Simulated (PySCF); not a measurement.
**TaH₅: fields on a plane**

Level of theory: PBE0/[Ta def2-TZVP with ECP60, H def2-TZVP], scalar-relativistic core potentials, density fitting, no spin–orbit coupling, PySCF.

The singlet minimum has Ta–H 1.754 Å (×4), Ta–H 1.790 Å; H–Ta–H 77.3° (×4), H–Ta–H 118.0° (×4), H–Ta–H 124.0° (×2).

The plane holds Ta1 at (0.00, 0.00), H2 at (1.75, 0.00), H3 at (-0.98, 1.45), H6 at (-0.84, -1.58) Å. Columns run from x = -2.85 to 4.05 Å, rows from y = 3.75 (top) to -3.45 Å, in steps of 0.3 Å. Other isomers or separated fragments may lie lower. Core electrons replaced by a potential are absent, the electrostatic potential uses the reduced nuclear charge, and values within about 0.7 Å of such atoms have no physical meaning.

**Question.** Give the electron density (e/Å³) (cut at 5 e/Å³). Lower edges of the bins (e/Å³): '_' 0.000, '.' 0.030, ':' 0.076, '-' 0.151, '=' 0.268, '+' 0.455, '*' 0.750, '#' 1.218, '%' 1.960, '@' 3.136; top 5.00, each point printed twice.

**Answer.** 
```
________________________________________________
________________________________________________
________________________________________________
________________________________________________
____________....________________________________
________....::::....____________________________
______..::--====--::..__________________________
______..--++****==--....________________________
______..--++####++==::....______________________
______..--++****++++==--::..........____________
______..::--++**######**==------::::..__________
________..--==##@@@@@@@@**++++++==--..__________
________..::==%%@@::::@@##****##**==::..________
________..::==%%@@..::@@%%****##**==::..________
________..::==**@@@@@@@@**++++++==--..__________
________..--==++**####**==--------::..__________
______..::--++****++==--::::::......____________
______..::==**##**==--::......__________________
______..::==**##**==::..________________________
______..::--++++==--::..________________________
________..::----::::..__________________________
__________..........____________________________
________________________________________________
________________________________________________
________________________________________________
```

**Question.** Give the electron localisation function (set to 0 where the density is under 0.005 e/Å³). Lower edges of the bins: '0' 0.000, '1' 0.100, '2' 0.200, '3' 0.300, '4' 0.400, '5' 0.500, '6' 0.600, '7' 0.700, '8' 0.800, '9' 0.900; top 1.00.

**Answer.** 
```
000000000000000000000000
000000000000000000000000
000000000000000000000000
000079987300000000000000
000999999610000000000000
008999999820000000000000
009999999830000000000000
079999999820000000000000
079999999500000245400000
059999996210003799970000
025899855675117999996000
001243358888439999998000
000000388008659999999000
000000278008659999999000
000011147788659999999000
001466533576338999997000
006999996321015999980000
059999999830001578700000
009999999972000120000000
009999999994000000000000
008999999995000000000000
000999999995000000000000
000099999970000000000000
000000888000000000000000
000000000000000000000000
```

Spin–orbit coupling, left out here, can matter for elements this heavy.
